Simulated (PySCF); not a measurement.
## Electron correlation in Br²³⁺ (bromine, charge +23)

[Ne] 3s2, closed-shell 1S. Calculation: PySCF 2.14, in an even-tempered Gaussian basis (18 s from 2.7 bohr⁻², ratio 2.5; 11 p from 3.5 bohr⁻², ratio 2.5; 5 d from 13 bohr⁻², ratio 2.7; 4 f from 20 bohr⁻², ratio 2.7); scalar relativity by spin-free X2C-1e. Frozen: 1s2; 10 electrons correlated; the 19 highest virtual orbitals of each spin left out.

```tsv
level	correlation energy (mhartree)
CCSD	-450.55
(T)	-1.65
CCSD(T)	-452.20
```

Diagnostics: T1 = 0.00056, D1 = 0.0018, largest double amplitude 0.079.

Problem. Is a single reference adequate?

Solution. Mostly. T1 lies below 0.03, but a double amplitude of this size points to a near-degeneracy that CCSD handles and MP2 describes poorly.

At this charge the one-electron X2C treatment keeps the bare 1/r₁₂, with no two-electron picture change or Breit term. The effect here is smaller than on the frozen 1s shell; and a scalar Hamiltonian misses the large spin-orbit splitting of the p shells, which matters for ns² → np² pairs.
